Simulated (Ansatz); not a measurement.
A geometry relaxed with PBE0-D4/def2-TZVP (Ansatz, a quantum-chemistry and plane-wave program), charge 0, multiplicity 1:

```xyz
8

H     -2.4669     0.2988    -0.1558
H     -0.8169    -1.2176    -1.2592
N      2.2803    -0.0493     0.3540
H      3.2313     0.0565     0.6142
N     -1.4975     0.3924     0.0982
H     -1.3299     1.1087     0.7848
B     -0.4970    -0.3951    -0.4494
B      1.0966    -0.1945     0.0131
```

Problem. Write the SMILES of this molecule.

Solution. `N=BBN`
